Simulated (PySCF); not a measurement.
Gas-phase reaction: Zn(OH)2 + 2 F → ZnF2 + H2O2

Energies from PySCF, thermal terms from the rigid-rotor harmonic-oscillator model, ideal gas at 1 bar. † marks an energy on the PBE0/def2-TZVP geometry and frequencies. MP2 freezes the core. Open shells (unrestricted): F (multiplicity 2); the rest are closed-shell singlets. Spin-orbit splitting is ignored; it lowers the true energy and changes the entropy of F. Zn: all electrons, no relativistic terms. Zn(OH)2: computed as isolated molecules; such fragments, hydroxides, amides, oligomers or adducts are transient or little studied in the gas. MP2 isn't extrapolated to the basis-set limit.

PBE0/def2-SVP† gives ΔH°(298 K) = -403 kJ.

Task: What do r2SCAN/def2-TZVP†, MP2/def2-TZVPP†, MP2/def2-SVP† give?

Result: r2SCAN/def2-TZVP†: -404 kJ; MP2/def2-TZVPP†: -410 kJ; MP2/def2-SVP†: -402 kJ. For scale, ΔH°(298 K) is -403 kJ at this level, -407 kJ at ωB97M-V/def2-TZVP†, and runs from -559 to -150 kJ over the 19 levels computed.
